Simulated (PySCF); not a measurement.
**Computed vibrations of Tl2**

Tl2 (triplet). PySCF 2.14.0, UKS B3LYP, Tl def2-SVP with ECP60; non-relativistic Hamiltonian with scalar-relativistic core potentials where named; density fitting; no spin-orbit coupling. Central differences of gradients.

```xyz
2

Tl    0.0000    0.0000    1.6019
Tl    0.0000    0.0000   -1.6019
```

Run from Python with OMP_NUM_THREADS=2. Where DIIS fails, smearing, a level shift and second-order steps follow.
It took 5.5 s on 2 threads of Arm Neoverse V1, on a shared host.

(1) What are the harmonic wavenumbers and infrared intensities?

(2) Is this a minimum?

Open shells may have lower solutions than the one found.

## Answers

(1) Modes are labelled in D∞h; negative numbers are unstable modes, those under 60 cm⁻¹ near the noise; a finer grid moves soft modes by up to 10 cm⁻¹.
| cm⁻¹ | km/mol | symmetry |
| --- | --- | --- |
| 78 | 0.0 | σg+ |

(2) Yes. Ideal gas at 298.15 K and 1 bar: S = 290.8 J/(mol K), Cp = 37.3 J/(mol K), H − H(0 K) = 10.7 kJ/mol (rigid rotor, harmonic modes, spin degeneracy alone).
